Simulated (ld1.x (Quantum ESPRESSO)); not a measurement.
# Ranking PAW potentials for selenium

All share these settings but for the change named:

Se, PAW, made with ld1.x (Quantum ESPRESSO) 7.5 (PBEsol, scalar-relativistic). Core [Ar], reference 3d10 4s2 4p4. Waves: 4s (bound): rcut 1.35, rcutus 1.80 bohr; 4s channel at 0.4 Ry: rcut 1.35, rcutus 1.80 bohr; 4p (bound): rcut 1.30, rcutus 1.45 bohr; 4p channel at 0.85 Ry: rcut 1.30, rcutus 1.45 bohr; 3d (bound): rcut 0.70, rcutus 0.90 bohr; 3d channel at 1.45 Ry: rcut 0.70, rcutus 0.90 bohr. Local part: all-electron potential smoothed inside 1.70 bohr (lloc = -1). Core correction: Bessel-smoothed model core, default radius (core density twice the valence density). Augmentation charge: PSQ, inside the norm-conserving radii.

Cutoff: the first of the cutoffs (Ry, on a coarse ladder) from which the occupation-weighted sum of valence levels, in a spherical-Bessel basis at the reference potential, stays within 10 and 1 mRy of its value at 400 Ry; the density cutoff is not measured.

The base gives 200 Ry.

Of 7 variants that were run, those that failed, showed a ghost or another fault, or gave nearly equal values are left out.

A variant can come out equal or close to the base.

Rank these variants from softest to hardest (loose cutoff).
A. waves 3d (bound): rcut 0.70, rcutus 0.84 bohr; 3d channel at 1.45 Ry: rcut 0.70, rcutus 0.84 bohr
B. waves 3d (bound): rcut 0.70, rcutus 1.18 bohr; 3d channel at 1.45 Ry: rcut 0.70, rcutus 1.18 bohr
C. waves 3d (bound): rcut 0.70, rcutus 0.94 bohr; 3d channel at 1.45 Ry: rcut 0.70, rcutus 0.94 bohr
D. waves 3d (bound): rcut 0.70, rcutus 1.30 bohr; 3d channel at 1.45 Ry: rcut 0.70, rcutus 1.30 bohr
E. waves 3d (bound): rcut 0.70, rcutus 1.10 bohr; 3d channel at 1.45 Ry: rcut 0.70, rcutus 1.10 bohr

D (80 Ry), B (110 Ry), E (140 Ry), C (180 Ry), A (230 Ry).
